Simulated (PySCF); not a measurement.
# C (carbon, neutral): UHF calculation

Configuration: [He] 2s2 2p2, high-spin 3P determinant. Computed with PySCF 2.14 in x2c-SVPall (3s2p1d, 14 functions), with the spin-free X2C one-electron Hamiltonian (Gaussian nucleus).

```json
{
  "Total energy": "-37.660022 hartree",
  "One-electron energy": "-50.4076 hartree",
  "Hartree (Coulomb) energy": "17.8178 hartree",
  "Exchange energy": "-5.0702 hartree",
  "⟨S²⟩": "2.0066",
  "⟨L²⟩": "2.008",
  "Sum of ⟨r⟩": "7.138 bohr",
  "Sum of ⟨r²⟩": "13.66 bohr²",
  "Traceless quadrupole moment −½Σ⟨3z² − r²⟩ along its main axis": "1.44 e·bohr²",
  "Langevin diamagnetic susceptibility": "-10.8 ×10⁻⁶ cm³/mol",
  "Time after the integrals": "0.04 s of wall time on 1 thread of Neoverse-V2 (shared host)"
}
```

| shell | electrons | mean orbital energy (eV) | rms radius, mean of both spins (bohr) |
| --- | --- | --- | --- |
| 1s α | 1 | -308.79 | 0.312 |
| 1s β | 1 | -307.47 | 0.312 |
| 2s α | 1 | -22.172 | 1.77 |
| 2s β | 1 | -15.511 | 1.77 |
| 2p α | 2 | -11.980 | 1.89 |
